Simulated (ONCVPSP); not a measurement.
## Before and after: ONCV potential for magnesium

```
Element                 : Mg
Generator               : ONCVPSP 4.0.1
Type                    : optimised norm-conserving Vanderbilt (ONCV)
Functional              : PBE
Relativity              : scalar-relativistic
Frozen core             : [He]
Valence charge          : 10
Reference configuration : 2s2 2p6 3s2
Partial waves           : 2s+3s: rc 1.45 bohr, ncon 4, nbas 8, qcut 7.2 1/bohr, 2 projectors; 2p: rc 0.80 bohr, ncon 4, nbas 7, qcut 19.8 1/bohr, 3 projectors, debl 1.1 Ha
Local potential         : polynomial inside 0.60 bohr (lpopt 5, dvloc0 1 Ha)
Core correction         : Teter function, fcfact 2, rcfact 1.6
```

In the p channel the program set the typed energies aside and used -1.713, 0.250, 1.350 Ha.

Change: p: qcut 29.3.

Cutoffs: the cutoffs (Ha) at which the residual kinetic energy of the hardest occupied pseudo-wave falls to 1 and 0.1 mHa per electron; they do not see the model core or the augmentation charge, which bear on the density cutoff. Errors are all-electron minus pseudo energies relative to the spin-unpolarised reference configuration.

Q: Predict the effect on cutoff, ghosts and configuration errors.

A: The potential gets harder (126 Ha and 148 Ha → 141 Ha and 169 Ha); the errors of the 4 common tests hardly move; neither file shows a bound ghost. The waves are optimised to have the least kinetic energy above qcut, so the cutoff follows it (qcut²/2 in Ha).

| quantity | base | changed |
| --- | --- | --- |
| cutoff, loose | 126 Ha | 141 Ha |
| cutoff, tight | 148 Ha | 169 Ha |
| loose cutoff by channel | s 19 Ha, p 126 Ha | s 19 Ha, p 141 Ha |
| bound ghosts | none | none |
| GHOST(+) flags under 300 eV | none | none |
| error for 2s2 2p6 3s1, meV [ΔE 7.96 eV] | -0.2 | -0.2 |
| error for 2s2 2p6 3s0, meV [ΔE 22.99 eV] | -1.3 | -1.3 |
| error for 2s2 2p6 3s1.5, meV [ΔE 3.14 eV] | -0.1 | -0.1 |
| error for 2s2 2p6 3s0 3p1, meV [ΔE 12.33 eV] | -0.5 | -0.4 |
| s: phases at 1.48 bohr within 0.05 rad from the reference energy up to (Ha; the scan ends near 5) | to the end of the scan | to the end of the scan |
| p: phases at 0.81 bohr within 0.05 rad from the reference energy up to (Ha; the scan ends near 5) | to the end of the scan | to the end of the scan |
| rms error of d²Exc/dni dnj with the model core, mHa | 1.86 | 1.86 |
